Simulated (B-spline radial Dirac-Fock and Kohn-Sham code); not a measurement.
## Nb⁴⁺ 4d5/2: cross section and angular parameters

System: the Nb⁴⁺ ion, configuration [Kr] 4d1; threshold 49.16 eV (orbital energy of the model). Model: Dirac-Hartree-Slater photoionisation with a Latter tail; cross sections with all multipoles, angular parameters from the dipole term and its interference with E2. Program: a radial B-spline solver.

Input file task.json (cfg lists n, l and occupation; rrms is the nuclear radius in fm):

```json
{"items": [{
  "Z": 41,
  "q": 4,
  "cfg": [[1, 0, 2], [2, 0, 2], [2, 1, 6], [3, 0, 2], [3, 1, 6], [3, 2, 10], [4, 0, 2], [4, 1, 6], [4, 2, 1]],
  "A": 93,
  "rrms": 4.324,
  "do": "xps",
  "hv": [60, 75.1, 79.4, 80.9, 124.0, 157.0, 294.0, 300, 319.0, 409.0, 419.0, 449.0, 502.0, 1320.0, 2000, 2480.0, 2770.0, 2940.0, 2984.4, 4000, 4650.0, 5414.7, 5440.0, 5660.0, 8047.8, 9410.0, 11400.0, 13400.0, 13600.0, 15000]
}]}
```

Command: `python xray2_run.py task.json out`

For linearly polarised light dσ/dΩ = σ/(4π) [1 + β P₂(cos θ) + (δ + γ cos²θ) sin θ cos φ], with θ from the polarisation vector and φ the angle between the beam and the projection of the electron momentum on the plane normal to the polarisation.

```
hν (eV)    σ (kb)       β       γ       δ
     60       106   1.825  -0.134   0.013
   75.1      24.4   0.853  -0.031   0.017
   79.4      20.8   0.046   0.049   0.006
   80.9      20.4  -0.196   0.073   0.001
    124      42.8  -0.091   0.060  -0.022
    157      48.2   0.423   0.011  -0.012
    294      26.9   1.067  -0.016   0.007
    300      26.1   1.078  -0.015   0.008
    319      23.7   1.112  -0.011   0.009
    409      15.3   1.214   0.013   0.015
    419      14.6   1.222   0.016   0.016
    449      12.7   1.241   0.026   0.018
    502      10.0   1.265   0.046   0.021
   1320     0.881   1.229   0.377   0.056
   2000         ?       ?       ?       ?
   2480     0.124   1.041   0.704   0.105
   2770    0.0859   1.001   0.764   0.118
   2940    0.0703   0.979   0.796   0.125
 2984.4    0.0668   0.974   0.805   0.127
   4000    0.0240   0.864   0.963   0.171
   4650    0.0139   0.807   1.040   0.199
 5414.7   0.00793   0.750   1.115   0.231
   5440   0.00779   0.748   1.117   0.232
   5660   0.00672   0.733   1.136   0.241
 8047.8   0.00174   0.610   1.289   0.333
   9410  0.000938   0.558   1.349   0.383
  11400  0.000434   0.497   1.414   0.451
  13400  0.000224   0.447   1.461   0.516
  13600  0.000210   0.443   1.465   0.522
  15000  0.000140   0.413   1.488   0.565
```

Q: Give the values at 2000 eV.

A: σ = 0.249 kb, β = 1.113, γ = 0.588, δ = 0.085.

Values without a named source are computed, but for edge energies of neutral atoms, which are taken from tables.
